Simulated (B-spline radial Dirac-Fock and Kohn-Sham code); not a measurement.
**Photoelectron lines of Al at 457 eV**

System: neutral aluminum, configuration 1s2 2s2 2p6 3s2 3p1.

Input of the calculation (task.json; shells as n, l, electrons):

```json
{"items": [{
  "Z": 13,
  "q": 0,
  "cfg": [[1, 0, 2], [2, 0, 2], [2, 1, 6], [3, 0, 2], [3, 1, 1]],
  "A": 27,
  "rrms": 3.061,
  "do": ["binding", "quiet", "photo"],
  "hv": [39.7, 86.1, 113.0, 195.0, 457.0, 525.0, 808.0, 829.0, 1280.0, 1320.0, 1380.0, 3300.0, 4020.0, 5670.0, 13500.0, 21600.0, 21800.0, 25400.0, 36100.0, 45000.0, 60800.0, 62400.0, 80900.0, 145000.0]
}]}
```

Launch: `python xray_run.py task.json out`

Level of theory: a relativistic central-field model (Hartree-Slater potential of the initial state, Latter tail, multipole expansion of the photon field, Dirac-Fock thresholds); a radial atomic solver. The asymmetry parameter β is from the dipole term alone. Kinetic energies are from the vacuum level. Open shells are spread statistically over j, without multiplet splitting.

The last column is dσ/dΩ = σ/(4π) · [1 − (β/2) P₂(cos θ)] at θ = 90° from the beam of unpolarised light.

```tsv
subshell	electrons	binding (eV)	kinetic (eV)	σ (kb)	β	dσ/dΩ (kb/sr)
2s	2	128.0	329.0	123	2.00	14.6
2p1/2	2	80.99	376.0	90.5	1.42	9.76
2p3/2	4	80.58	376.4	179	1.43	19.3
3s	2	10.14	446.9	8.40	2.00	1.00
3p1/2	0.33	5.50	451.5	0.454	1.41	0.0489
3p3/2	0.67	5.48	451.5	0.895	1.42	0.0965
```

Branching ratios of the spin-orbit partners (statistical value in brackets): 2p 1.98 (2.00), 3p 1.97 (2.00).

Run: 3.1 s of CPU time on 1 thread of Neoverse-V2 (shared host), peak memory 0.35 GiB.
